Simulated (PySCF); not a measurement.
Working out the excitation energy of Sb

Sb [Kr] 4d10 5s2 5p3 (4S) → Sb [Kr] 4d10 5s1 5p3 6s1 (6S). Calculation: PySCF 2.14, in aug-cc-pVTZ-PP with ECP28MDF; scalar relativity through the core potential. Frozen: 4s2 4p6 4d10. Energies in hartree (1 hartree = 27.21139 eV):

| part | Sb (lower) | Sb (upper) |
| --- | --- | --- |
| UHF | -239.277766 | -238.920726 |
| CCSD correlation | -0.073804 | -0.031066 |
| (T) | -0.002606 | -0.000682 |

Question: What does Hartree-Fock give?

Answer: (-238.920726) − (-239.277766) = 0.357040 hartree = 9.716 eV.

Question: What do CCSD and CCSD(T) give?

Answer: The CCSD correlation energies differ by 0.042738 hartree = 1.163 eV and the triples by 0.001924 hartree = 0.052 eV, so CCSD gives 10.879 eV and CCSD(T) 10.931 eV.

The upper state lies above the first ionisation limit, but in LS coupling its spin forbids autoionisation to the ground ion; at this Z spin-orbit coupling breaks that rule. A Rydberg-like electron needs more diffuse functions than a valence basis has.
